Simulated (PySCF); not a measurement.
Input of a run (PBE0-D3(BJ)/def2-SVP geometry optimisation, gas phase, def2 core potentials past Kr (PySCF 2.14.0)), started from GFN2-xTB:
```
{"job": {"xc": "PBE0", "basis": "def2-SVP", "d3": "d3bj", "grid": 1, "maxiter": 30, "shake": 0.03, "kind": "geom"}, "charge": 0, "multiplicity": 1}
Y      0.052150    -0.077080     0.646930
F      1.667470    -0.036090    -0.192390
F     -0.880940     1.459450    -0.246820
F     -0.755390    -1.436720    -0.238180
```

Output (energies in Eh, forces in Eh/bohr):
```
step   0  E = -337.53838893  max force = 0.093494
step   1  E = -337.56881408  max force = 0.020831
step   2  E = -337.57559069  max force = 0.008097
step   3  E = -337.58068727  max force = 0.007178
step   4  E = -337.57866017  max force = 0.018091
step   5  E = -337.58032179  max force = 0.008537
step   6  E = -337.58057658  max force = 0.001468
step   7  E = -337.58066389  max force = 0.001244
step   8  E = -337.58088146  max force = 0.000812
step   9  E = -337.58087909  max force = 0.002719
step  10  E = -337.58111463  max force = 0.001886
step  11  E = -337.58123825  max force = 0.001498
step  12  E = -337.58125314  max force = 0.001043
step  13  E = -337.58124634  max force = 0.000554
step  14  E = -337.58125356  max force = 0.000234
optimisation converged
```

Task: Summarise the run.

Result: The energy falls by 112.5 kJ/mol over 15 energy and gradient evaluations, the largest force component goes from 0.0935 to 2.3e-04 Eh/bohr, and the atoms move by 0.475 Å rms after alignment. The bond that changes most is Y1–F4 (ends: yttrium bonded to 3 F; fluorine bonded to Y), which lengthens by 0.182 Å. Bonds longer at the end by more than 0.005 Å: 2 of 3; shorter: 1. Among the angles that change most is F3–Y1–F4, from 98.6° to 120.1°. The energy rose by more than 1e-6 Eh at steps 4, 9 and 13. The first step brought 71 % of the lowering.

Task: What are the final bond lengths?

Result: Y1–F2 1.994 Å, Y1–F3 1.994 Å, Y1–F4 1.995 Å. Numbering counts from 1 in the input's order; the species is `[F][Y]([F])[F]`.

The run used 73 basis functions and 101 SCF cycles in all.

Not checked by PBE0-D3(BJ)/def2-SVP frequencies.
